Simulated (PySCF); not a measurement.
Property card for `FC(F)[C]1C[C@@H]2C=C[C@H]1C2` [radical]

C8H9F2 (doublet state).
Atom-mapped SMILES: `[F:1][CH:2]([F:3])[C:4]1[CH2:5][C@@H:6]2[CH:7]=[CH:8][C@H:9]1[CH2:10]2` (hydrogens: H11 on C2; H12, H13 on C5; H14 on C6; H15 on C7; H16 on C8; H17 on C9; H18, H19 on C10)

Geometry (PBE0-D3(BJ)/def2-SVP, Å), atoms numbered from 1 in this order:
```
atom  x, y, z in Å
F1     1.028   -0.850    2.467
C2     1.745   -0.736    1.306
F3     2.183   -1.982    1.000
C4     0.909   -0.196    0.217
C5     0.555    1.252    0.048
C6    -0.781    1.138   -0.749
C7    -1.773    0.490    0.198
C8    -1.391   -0.785    0.368
C9    -0.152   -1.005   -0.495
C10   -0.461   -0.055   -1.665
H11    2.623   -0.103    1.529
H12    1.321    1.800   -0.532
H13    0.429    1.784    1.006
H14   -1.101    2.071   -1.231
H15   -2.563    1.019    0.735
H16   -1.784   -1.510    1.081
H17    0.118   -2.044   -0.717
H18    0.404    0.116   -2.325
H19   -1.329   -0.383   -2.256
```

**PBE0-D3(BJ)/def2-SVP geometry optimisation, gas phase (PySCF)**

| Item | Value |
| --- | --- |
| Point group | C1 |
| Rotational constants A, B, C | 2.598, 1.036, 1.005 GHz |
| Dipole moment | 2.19 D |

From UKS B3LYP, IGLO-III on C F, pcH-1 on H, non-relativistic, mean-field spin-orbit, GIAO (PySCF):

| Item | Value |
| --- | --- |
| Isotropic g value | 2.00245 |
| Principal g values | 2.00218, 2.00237, 2.00281 |
| Spin squared ⟨S²⟩ | 0.755 |
| Largest Mulliken spin population | 0.95 on C4 |
| Largest isotropic hyperfine couplings (means over sets of like nuclei) | 19F +250.8 (F1), 13C +115.9 (C4), 1H +90.0 (H12), 1H +65.3 (H13), 13C +50.9 (C8) MHz |

Monoisotopic mass from the formula: 143.0672 u.

The rotational constants make it an asymmetric top with κ = (2B − A − C)/(A − C) = -0.96, nearer the prolate limit (−1). In atomic units the dipole is 0.86 e·bohr (1 au = 2.5417 D). g_iso is shifted by about +130 ppm from the free-electron value 2.002319; the principal values span 0.0006. At 9.50 GHz, hν = g·μB·B₀ (B₀ the magnetic field) puts the centre of the isotropic spectrum, to first order, at 339.0 mT. ⟨S²⟩ is 0.005 above the pure-spin value S(S + 1) = 0.75. A dipole of 2.19 D is allowed in C1, and pure rotational transitions are dipole-allowed.

One conformer stands for the species.
